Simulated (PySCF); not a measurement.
HfH4, SMILES [HfH4], multiplicity 1.

The structure is a stationary point at B3LYP-D3(BJ)/def2-TZVPD. The spin state was assumed, not searched. The def2 effective core potentials stand for the cores of Hf; spin–orbit coupling is left out.

Two levels are set side by side: TDA-PBE/def2-TZVPD (PySCF) and TDA-PBE0/def2-TZVPD (PySCF). Vertical, same geometry. The lowest singlet is HOMO−2→LUMO 100 % with PBE and HOMO→LUMO 85 %, HOMO→LUMO+1 13 % with the other functional; states are paired by order. Differences are taken from unrounded values.

| quantity | TDA-PBE |
|---|---|
| lowest singlet excitation (eV) | 4.01 |
| lowest triplet excitation (TDA) (eV) | 3.71 |

**Question.** These are the TDA-PBE values. What does TDA-PBE0 give? (An estimate is asked for; the answer gives what the named calculation found.)

**Answer.** 
```
quantity                              TDA-PBE0  TDA-PBE minus TDA-PBE0
------------------------------------  --------  ----------------------
lowest singlet excitation (eV)            4.40                   -0.39
lowest triplet excitation (TDA) (eV)      4.02                   -0.31
```

Functionals without exact exchange tend to place singlet excitations lower, as here. Differences between two approximate levels are no errors against the true value.

Rough cost on one machine, each run with all the roots and properties that it gave: TDA-PBE0 against TDA-PBE within a factor of 2.
